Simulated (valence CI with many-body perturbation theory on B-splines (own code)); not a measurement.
## Basis-set convergence for Br III

Method: configuration interaction combined with many-body perturbation theory (CI+MBPT): five valence electrons over a frozen Dirac-Fock core [Ar] 3d10, radial functions for each j: 9 s, 9 p, 8 d, 6 f, 3 g, 1 h, with the one-electron correlation potential Σ1 (screened to all orders), the two-electron term Σ2, the three-electron term Σ3, Breit, model QED; selected single and double excitations, second order for the rest, scaled by the run's own slope (own B-spline code, finite nucleus).

Against 6 measured levels this calculation errs by 308 cm⁻¹ on average and by 925 at most. These come from a selection out of Moore, Atomic Energy Levels, vol. II, NSRDS-NBS 35 (1971 reprint of NBS Circular 467, 1952), an old analysis. Levels without a partner in it may be off by more. Among the levels kept, up to 2700 cm⁻¹ of a level comes from second order outside the variational space, and about a tenth of that is noise between levels of different J, which matters for small intervals. 4 measured levels below the end of the list, from 141997 cm⁻¹ on, found no clear computed partner.

The reference run has the lowest level 4s2 4p3 4S°_3/2 and an ionisation energy of 34.8305 eV. Its largest variational space holds 19995 state functions.

Names give the largest LS component (configuration and term), which can be under half, so a name can repeat, a term be missing and a line seem to break the LS rules; names also repeat where a configuration has a term twice.

Changed runs:
A. basis 6 s, 6 p, 5 d, 3 f, 1 g
B. basis 5 s, 5 p, 4 d, 2 f

Excitation energies of the reference run in cm⁻¹, and shifts in cm⁻¹:

| Level | Reference | A | B |
| --- | --- | --- | --- |
| 4s2 4p3 2D°_3/2 | 15328 | +123 | +535 |
| 4s2 4p3 2D°_5/2 | 16370 | +127 | +531 |
| 4s2 4p3 2P°_1/2 | 27284 | +172 | +675 |
| 4s2 4p3 2P°_3/2 | 28760 | +147 | +638 |
| 4s 4p4 4P_5/2 | 101258 | -48 | +38 |
| 4s 4p4 4P_3/2 | 103837 | -51 | +34 |
| 4s 4p4 4P_1/2 | 105065 | -34 | +54 |
| 4s 4p4 2D_3/2 | 123842 | +56 | +431 |
| 4s 4p4 2D_5/2 | 124482 | +64 | +435 |
| 4s2 4p2 4d 2P_3/2 | 134894 | +20 | +411 |
| 4s2 4p2 4d 2P_1/2 | 137237 | +51 | +459 |
| 4s2 4p2 4d 4F_3/2 | 139522 | +63 | +607 |
| Ionisation energy (eV) | 34.8305 | -0.0135 | -0.0461 |
